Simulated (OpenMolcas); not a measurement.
# C3H11AlO (SMILES C[Al-](C)(C)[OH2+]): the HOMO–LUMO gap, rung by rung

C3H11AlO: 16 atoms, total charge 0, spin state singlet. As SMILES, `C[Al-](C)(C)[OH2+]`. The coordinates come from a PBE0-D4/def2-TZVP relaxation. This is one conformer, not always the lowest.

Quantity: the HOMO–LUMO gap, in eV. The values are calculated.

| level | kind | program | value (eV) | CPU time |
| --- | --- | --- | --- | --- |
| SVWN5/6-31G* (spherical functions) | LDA | OpenMolcas | 4.65 | 96 s |
| PBE/6-31G* (spherical functions) | GGA | OpenMolcas | 4.72 | 1.9 min |
| revPBE/6-31G* (spherical functions) | GGA | OpenMolcas | 4.79 | 1.8 min |
| TPSS/6-31G* (spherical functions) | meta-GGA | OpenMolcas | 5.10 | 2.1 min |
| B3LYP/6-31G* (spherical functions) | global hybrid | OpenMolcas | 6.39 | 2 min |
| BHLYP/6-31G* (spherical functions) | global hybrid | OpenMolcas | 9.04 | 1.9 min |
| PBE0/6-31G* (spherical functions) | global hybrid | OpenMolcas | 7.05 | 1.8 min |
| B2PLYP/6-31G* (spherical functions) | double hybrid | OpenMolcas | 9.31 | 54 s |

The values span 4.65 to 9.31 eV. Orbital gaps aren't excitation energies, and those of double hybrids come from the SCF part alone; they tend to grow with the share of exact exchange. Times are those of the runs behind each value, whatever else they computed, on shared processors of several kinds: orders of magnitude only.
